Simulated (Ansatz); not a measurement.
Ag(NH3)Cl (AgNClH₃), relaxed as a singlet with RKS PBE-D4/def2-TZVP in Ansatz, starting from the GFN2-xTB geometry. Force threshold 0.02 eV/Å.

In the def2 sets Ag takes a core potential; there is no spin–orbit coupling. The relaxation made no stability test and no search for a lower SCF solution.

Start:

```
atom    x (Å)    y (Å)    z (Å)
 Ag1   1.0748  -0.8030   0.0728
  N2  -0.7525   0.5736  -0.0559
  H3  -0.6343   1.2980  -0.7555
  H4  -0.9306   1.0361   0.8291
  H5  -1.5897   0.0549  -0.2987
 Cl6   2.8323  -2.1597   0.2082
```

```json
{"step": "1", "energy (eV)": "-18058.0115", "largest force component (eV/Å)": "1.253", "SCF passes": "19"}
{"step": "2", "energy (eV)": "-18058.0798", "largest force component (eV/Å)": "0.229", "SCF passes": "20"}
{"step": "3", "energy (eV)": "-18058.0817", "largest force component (eV/Å)": "0.026", "SCF passes": "21"}
{"step": "4", "energy (eV)": "-18058.0817", "largest force component (eV/Å)": "0.033", "SCF passes": "22"}
{"step": "5", "energy (eV)": "-18058.0817", "largest force component (eV/Å)": "0.003", "SCF passes": "23"}
```

Force components are those of the run's own axes.

End:

Cartesian coordinates in Å:
```
Ag 0.9894 -0.7510 0.0712
N -0.7245 0.5499 -0.0522
H -0.5890 1.2745 -0.7607
H -0.8994 1.0175 0.8402
H -1.5683 0.0281 -0.2996
Cl 2.7918 -2.1191 0.2010
```

By distances, no bond broke or formed. The bond that changes most is Ag1–N2, from 2.29 to 2.16 Å (atoms count from 1).

No frequencies were taken in this run, so the end may be a saddle point.

It took 4.8 s on 4 threads of Arm Neoverse V1 on a shared host.
